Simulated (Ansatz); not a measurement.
Start from `[SiH3]C1[SiH2][Te]1` and change one element to get `[SiH3]C1O[SiH2]1`.

Ansatz, PBE0-D4/def2-TZVP geometries, multiplicity 1. 

Elements past krypton have def2 core potentials.

```csv
property,`[SiH3]C1[SiH2][Te]1`
HOMO energy (B3LYP/def2-TZVPP) / eV,-6.02
LUMO energy (B3LYP/def2-TZVPP) / eV,-1.56
HOMO–LUMO gap (PBE/def2-TZVPP) / eV,3.07
LUMO energy (ωB97M-V/def2-TZVPP) / eV,0.46
LUMO energy (PBE0/def2-TZVPP) / eV,-1.38
HOMO energy (PBE/def2-TZVPP) / eV,-5.26
```

Problem. What does the change do to each property? (Estimate.)

Solution. Computed: 
| property | `[SiH3]C1O[SiH2]1` | shift |
| --- | --- | --- |
| HOMO energy (B3LYP/def2-TZVPP) / eV | -7.45 | -1.43 |
| LUMO energy (B3LYP/def2-TZVPP) / eV | -0.94 | 0.62 |
| HOMO–LUMO gap (PBE/def2-TZVPP) / eV | 4.86 | 1.79 |
| LUMO energy (ωB97M-V/def2-TZVPP) / eV | 1.01 | 0.55 |
| LUMO energy (PBE0/def2-TZVPP) / eV | -0.72 | 0.66 |
| HOMO energy (PBE/def2-TZVPP) / eV | -6.42 | -1.16 |

With PBE0 the HOMO falls by 1.41 eV and the LUMO rises by 0.66 eV, so the gap widens by about 2.07 eV. PBE moves the HOMO by -1.16 eV and ωB97M-V by -1.56 eV.

B3LYP here is the variant with VWN-RPA as its local correlation; programs differ in this.

Spin–orbit coupling is left out; it splits and shifts lone-pair levels of the heavy atoms by tenths of an eV.
